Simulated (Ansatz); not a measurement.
**Question.** Predict a relaxed structure of Cs₂Cl₂⁺ (the lowest doublet isomer of a short search), charge 1, doublet, at r2SCAN-D4/def2-TZVP (Ansatz).

**Answer.** 
Cartesian coordinates in Å:
```
Cs 2.637 -1.281 0.889
Cs -2.634 1.283 -0.895
Cl -0.342 -1.127 -0.608
Cl 0.339 1.124 0.614
```
Point group D2h (tolerance 0.1 Å). This is one stationary point.

In the def2 sets Cs takes a core potential; there is no spin–orbit coupling. In the doublet, Cl3 and Cl4 lie 2.65 Å apart (atoms count from 1), so these atoms are partly bonded to each other. The structure comes from a short search, and lower isomers may exist.
